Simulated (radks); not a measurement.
Values are calculated unless marked as measured or tabulated.
Task: The mean radii <r> (bohr) of the occupied orbitals of an atom or ion are listed with their occupations. Code: a radial shooting solver on a logarithmic mesh with Libxc functionals. Model: scalar-relativistic Kohn-Sham, PBE, spin-polarised, spherical densities, finite nucleus; Fermi nuclear charge, rms radius of each element as measured or else 0.836 A^(1/3) + 0.57 fm.

orbital  occ.      <r>
1s up       1  0.03263
1s down     1  0.03263
2s up       1   0.1419
2s down     1   0.1419
2p up       3   0.1237
2p down     3   0.1237
3s up       1   0.3900
3s down     1   0.3898
3p up       3   0.3896
3p down     3   0.3893
3d up       5   0.3687
3d down     5   0.3683
4s up       1   0.9292
4p up       3   0.9902
4p down     3   0.9920
4d up       2    1.125

Name the element and its charge. Open shells, if any, are filled with parallel spins first.

Result: Z = 45, rhodium, charge +8: Rh8+ in [Ar] 3d10 4s1 4p6 4d2. The 1s radius gives Z: for a bare nucleus <r> = (2 gamma + 1)/(2Z) with gamma = sqrt(1 - (Z/c)^2), 0.0321 bohr for Z = 45, and screening makes it slightly larger (0.03263 here). The occupations add up to 37, and the charge is Z minus that.
